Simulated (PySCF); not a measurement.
**CsSr⁺: from constants to spectrum**

RHF-CCSD(T) constants of CsSr⁺, ¹Σ⁺ (singlet), closed shell (basis Cs def2-SVP with ECP46, Sr def2-SVP with ECP28; scalar-relativistic core potentials; PySCF 2.14; masses 132.9054 and 87.9056 u):

```
ωe             : 40.7 cm⁻¹
ωexe           : 0.091 cm⁻¹
Be             : 0.013462 cm⁻¹
αe             : 4.56e-05 cm⁻¹
De to Cs⁺ + Sr : 0.380 eV
```

Task: What force constant and bond length do these constants imply?

Result: Reduced mass μred = 52.910 u; k = 5.8918×10⁻⁷·μred·ωe² (u, cm⁻¹, mdyn/Å) = 0.0516 mdyn/Å; Re = √(16.8576/(μred·Be)) (u, cm⁻¹, Å) = 4.865 Å.

Task: Estimate the centrifugal constant D from the Kratzer relation and find the Dunham coefficient a1.

Result: D = 4Be³/ωe² = 5.89e-09 cm⁻¹; a1 = −1 − αeωe/(6Be²) = -2.71.

Correlated steps freeze no core orbitals. The bond is weak. Basis-set superposition, not corrected here, can be much of De in a small basis, most of all at correlated wavefunction levels. Spin–orbit coupling is left out. For an ion De counts to the pair picked by the measured ionisation energies or electron affinities, which need not be the lowest pair at this level.
